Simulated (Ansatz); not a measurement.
An input meant for ZrBrF3 (charge 0, singlet).

```yaml
crystal:
  periodic: [false, false, false]
  atoms:
    - {symbol: Zr, position_ang: [-0.000551, 0.001551, -0.213105]}
    - {symbol: Br, position_ang: [0.012409, -0.032073, 4.503058]}
    - {symbol: F, position_ang: [3.350332, 0.018589, -1.439335]}
    - {symbol: F, position_ang: [-1.688293, 2.910888, -1.404686]}
    - {symbol: F, position_ang: [-1.673878, -2.898955, -1.445931]}
basis:
  gaussian: {orbitals: def2-mTZVPP, fitting: {mean_field: cc-pVTZ-jkfit}}
hamiltonian: {xc: {name: SPW92}, pseudopotentials: {relativity: scalar}}
```

```sh
$ ansatz run in.yaml --threads 4 --pin off --events-out ev --progress --plain --max-ram 3916MiB
```

Question: Predict how Ansatz answers.

Answer: The program refused the input.
```
Functional definition: SPW92
Error: [file] the basis set cc-pVTZ-JKFIT has no functions for Zr
```
